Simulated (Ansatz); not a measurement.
Ansatz results at the PBE0-D4/def2-TZVP geometry: HOMO–LUMO gap (ωB97M-V/def2-TZVPP) 11.41 eV; size of the dipole moment (B3LYP/def2-TZVPP) 2.22 D; LUMO energy (ωB97M-V/def2-TZVPP) 1.74 eV.

Each molecule was computed in one conformer, which needn't be the lowest.

(1) Which molecule gave them?
A. `O[Si@@H](F)N[Si@@H](O)F`
B. `N[SiH2]S[SiH](N)F`
C. `CO[Si@@H](N)[Si@@H](N)OC`
D. `N[Si@H](F)S[Si@@H](N)O`

Results:

(1) B. The others give `CO[Si@@H](N)[Si@@H](N)OC`: 10.51, 0.00, 1.55; `O[Si@@H](F)N[Si@@H](O)F`: 12.83, 3.16, 1.96; `N[Si@H](F)S[Si@@H](N)O`: 11.80, 2.38, 1.96.

B3LYP here is the variant with VWN-RPA as its local correlation; programs differ in this.
